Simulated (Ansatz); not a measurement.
Species: sum formula SiOF, charge 0, multiplicity 2. It need not be the lowest isomer of its formula. 
Geometry from a B3LYP-D3(BJ)/def2-TZVP (Ansatz, an electronic-structure program) optimisation:
```
Si
O 1 1.5267
F 1 1.5949 2 126.23
```
Charge 0, spin multiplicity 2.

Computed values are from Ansatz. Correlated levels leave the core frozen unless marked. Open shells are spin-unrestricted. Spin-orbit coupling is left out. No relativistic terms. CBS marks a two-point X^-3 extrapolation of the correlation energy; Hartree-Fock from the larger set.

```yaml
atomisation energy De: 1158.2 kJ/mol at CCSD(T)/CBS(cc-pV(T+d)Z,cc-pV(Q+d)Z)
total_energy: -464.0506 Eh at CCSD(T)/CBS(cc-pV(T+d)Z,cc-pV(Q+d)Z)
dipole_moment: 2.65 D at CCSD(T)/aug-cc-pV(D+d)Z
T1 diagnostic: 0.023 at CCSD/cc-pV(Q+d)Z
```
